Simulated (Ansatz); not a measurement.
## What each rung costs, and what it gives

Saddle point of BNH₄Cl₂O, closed shell (BNH₂Cl₂ ([NH2][B]([Cl])[Cl]) + H₂O → BHCl₂O ([OH][B]([Cl])[Cl]) + NH₃ (still joined by a long B–N bond); bonds formed: B1–O6, N2–H5; bonds broken: H5–O6; bonds weakened to dative contacts: B1–N2), PBE0-D4/def2-TZVP structure:

B1  (-0.196, -0.564, 0.114)
N2  (-0.550, 0.931, -0.044)
Cl3  (-1.256, -1.700, -0.803)
Cl4  (0.144, -1.032, 1.847)
H5  (0.733, 0.702, -0.533)
O6  (1.177, -0.359, -0.636)
H7  (-1.297, 1.136, -0.694)
H8  (-0.687, 1.441, 0.818)
H9  (1.932, -0.554, -0.069)
(Å)

Barriers are electronic and count from the start structure reached by relaxing down the imaginary mode.

Program: Ansatz 0.2.0. Basis: as named in each row. Cores are frozen in the correlated methods. B3LYP uses VWN-RPA correlation. Extrapolation: Hartree–Fock as exp(−7.88 √X), correlation as X^−2.97.

Times are rough, for one single point on 4 threads of a shared host (Arm Neoverse V1).

The estimate by CCSD(T) at an estimated basis limit (MP2 extrapolated from triple and quadruple zeta, plus CCSD(T) − MP2 in triple zeta) is 68.5 kJ/mol.

```tsv
method	basis	time (s)	barrier (kJ/mol)	method less estimate
HF	STO-3G	under 1	-38.2	-106.7
PBE-D4	STO-3G	under 1	-154.5	-223.0
SPW92	def2-SVP	under 1	-23.5	-92.0
B3LYP-D4	6-31G	under 1	31.1	-37.5
PBE-D4	def2-SVP	under 1	23.9	-44.6
PBE0-D4	def2-SVP	2	32.5	-36.0
SPW92	def2-TZVPP	2	8.2	-60.3
PBE-D4	def2-TZVPP	3	51.4	-17.1
BLYP-D4	def2-TZVPP	3	73.0	4.5
BHLYP-D4	def2-TZVPP	4	81.9	13.4
B3LYP-D4	def2-TZVPP	4	74.7	6.2
CCSD(T)	def2-SVP	4	63.5	-5.0
CAM-B3LYP-D4	def2-TZVPP	4	67.5	-1.0
PBE0-D4	def2-TZVPP	4	56.0	-12.5
wB97M-V	def2-SVP	5	35.8	-32.7
r2SCAN-D4	def2-TZVPP	6	57.2	-11.3
r2SCAN0-D4	def2-TZVPP	6	59.8	-8.7
B2PLYP	def2-TZVPP	7	74.2	5.7
PBE-QIDH	def2-TZVPP	7	58.1	-10.4
RPA on PBE	def2-TZVPP	7	69.5	1.0
wB97X-V	def2-TZVPP	9	63.1	-5.4
B97M-V	def2-TZVPP	10	74.7	6.2
wB97M-V	def2-TZVPP	11	63.4	-5.1
MP2	def2-QZVPP	35	61.5	-7.0
CCSD(T)	def2-TZVPP	130	68.3	-0.2
```

All methods are single points on the PBE0-D4 structures; a negative value means that the method puts the saddle structure below the start.

The T1 diagnostic stays at or below 0.011.

The step is the kind of ligand exchange by which a precursor binds to a hydroxyl group, or is hydrolysed, in atomic layer deposition of oxides.

Labels in which every atom is bracketed show which atoms are joined, not bond orders.
